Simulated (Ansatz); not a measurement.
Consider the hydrogen abstraction from the O–H bond: `[OH][GaH2]` + Cl• → `[O][GaH2]`• + HCl.

Isolated molecules relaxed with PBE0-D4/def2-TZVP in Ansatz; ΔE leaves out vibrations. CCSD(T)/CBS is the MP2 limit (def2-TZVPP, def2-QZVPP) plus CCSD(T) − MP2 in def2-TZVPP, frozen cores. This one scheme is used for every species, atoms too. Functionals use def2-TZVPP. B3LYP here is the variant with VWN-RPA as its local correlation; programs differ in this. Open shells (•) are unrestricted, without spin–orbit coupling. Spin–orbit coupling would lower the free atoms: a little for Cl. For Ga outer-core shells are correlated without core-valence functions, so the limit isn't a true one: a few kJ/mol of doubt a bond, and 10 to 20 or more in all where bonds break to atoms. Scalar relativity is left out up to krypton.

Problem. Is it downhill or uphill in electronic energy at CCSD(T)/CBS, and by how much? (Estimate.)

Solution. Computed: Uphill: ΔE = +0.70 eV.

Problem. What do these levels give: LDA (SPW92), r2SCAN0-D4, BHLYP-D4, CAM-B3LYP-D4, B2PLYP, r2SCAN, PBE0, B3LYP, CAM-B3LYP, HF/def2-SVP, HF/CBS(def2), MP2/CBS(def2)? (Best estimate.)

Solution. Computed: LDA (SPW92) 0.55, r2SCAN0-D4 0.50, BHLYP-D4 0.56, CAM-B3LYP-D4 0.63, B2PLYP 0.68, r2SCAN 0.46, PBE0 0.54, B3LYP 0.56, CAM-B3LYP 0.62, HF/def2-SVP 0.45, HF/CBS(def2) 0.39, MP2/CBS(def2) 0.92 eV.

Largest T1 diagnostic among the species: 0.019.

From BLYP to BHLYP (50 % exact exchange), in def2-TZVPP and without D4, ΔE moves by +0.06 eV. Leaving LDA and LC-ωPBE aside and taking each functional with its dispersion term where it has one, the values, not all of them listed here, spread over 0.26 eV, from B97M-V to B2PLYP. LDA lies +0.07 eV from PBE without D4. In def2-TZVPP, CCSD(T) changes the Hartree–Fock value by +0.30 eV (the triples alone add +0.00 eV) and MP2 by +0.52 eV.
